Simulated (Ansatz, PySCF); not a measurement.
The pair A = GeH4 (SMILES [GeH4]) (first 5 atoms), B = H2Se (SMILES [SeH2]); geometry from B3LYP-D3(BJ)/def2-TZVP.
(charge 0, multiplicity 1):
```xyz
8

Ge     0.111     0.051    -0.084
H     -1.404     0.029     0.157
H      0.391     0.120    -1.595
H      0.744    -1.229     0.483
H      0.732     1.274     0.603
Se    -0.099    -0.720     3.794
H     -0.301     0.291     4.843
H      1.260    -0.225     3.532
```

Cores are frozen in the correlated methods. Filled d and f shells under p-block atoms count as core. Rows in 6-31G* carry no dispersion term and start afresh at each structure (6-31G* with six Cartesian d functions); the Pople sets are all-electron and without relativity. MP2/6-31G* freezes PySCF's default core, which leaves 3d correlated.

The values were computed with Ansatz (a quantum-chemistry and plane-wave program); PySCF for 6-31G* rows. Each number belongs to the level named beside it.

Total energies (hartree), monomers frozen at their geometry in the pair:

| structure | HF/6-31G* | MP2/6-31G* | CCSD(T)/aug-cc-pVDZ |
|---|---|---|---|
| AB | -4478.0730354 | -4478.5983548 | -4478.9350841 |
| A in the pair's basis | -2077.3805085 | -2077.6379468 | -2077.7956112 |
| B in the pair's basis | -2400.6937648 | -2400.9605153 | -2401.1382677 |
| A | -2077.3803938 | -2077.6376294 | -2077.7952010 |
| B | -2400.6936859 | -2400.9598164 | -2401.1374776 |

Problem. Work out the interaction energy without and with the counterpoise correction, and the superposition error, for each level.

Solution. 
E(AB) − E(A) − E(B), times 627.509 kcal/mol, with the monomers in their own basis and then in the pair's basis:
- HF/6-31G*: 0.66 uncorrected, 0.78 corrected; the monomers gain 0.12 kcal/mol from borrowed functions
- MP2/6-31G*: -0.57 uncorrected, 0.07 corrected; the monomers gain 0.64 kcal/mol from borrowed functions
- CCSD(T)/aug-cc-pVDZ: -1.51 uncorrected, -0.76 corrected; the monomers gain 0.75 kcal/mol from borrowed functions
